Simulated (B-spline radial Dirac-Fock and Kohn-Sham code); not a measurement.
**Elastic and transport cross sections of praseodymium for electrons**

Model: relativistic (Dirac) partial waves in the static field of the Dirac-Fock atom with Furness-McCarthy exchange, without polarisation or absorption potentials. Program: an atomic code on a B-spline grid. σ_tr1 and σ_tr2 weight the cross section with 1 − P₁ and 1 − P₂ of cos θ; "backward" is the share scattered beyond 90°.

```
energy (eV)  σ (a₀²)  σ_tr1 (a₀²)  σ_tr2 (a₀²)  σ/σ_tr1  backward (%)
       5460     5.20        0.270        0.416     19.3           1.6
       5920        ?            ?            ?        ?             ?
       5930     4.95        0.240        0.378     20.7           1.5
       9010     3.83        0.130        0.227     29.4          0.94
      10000     3.58        0.111        0.199     32.2          0.83
      11600     3.26       0.0892        0.164     36.6          0.69
      12400     3.12       0.0806        0.150     38.7          0.64
      13700     2.93       0.0693        0.131     42.2          0.56
      19500     2.32       0.0403       0.0810     57.6          0.36
      20000     2.28       0.0388       0.0782     58.8          0.35
      25800     1.92       0.0261       0.0545     73.7          0.25
      27900     1.82       0.0231       0.0487     79.0          0.23
      30000     1.73       0.0206       0.0438     84.3          0.21
```

Question: Fill in the row for 5.92 keV.

Answer: σ = 4.95 a₀², σ_tr1 = 0.240 a₀², σ_tr2 = 0.378 a₀², σ/σ_tr1 = 20.6, backward 1.5 %. The ratio σ/σ_tr1 is roughly the number of elastic collisions that randomise the direction.

Values without a named source are computed, but for edge energies of neutral atoms, which are taken from tables.
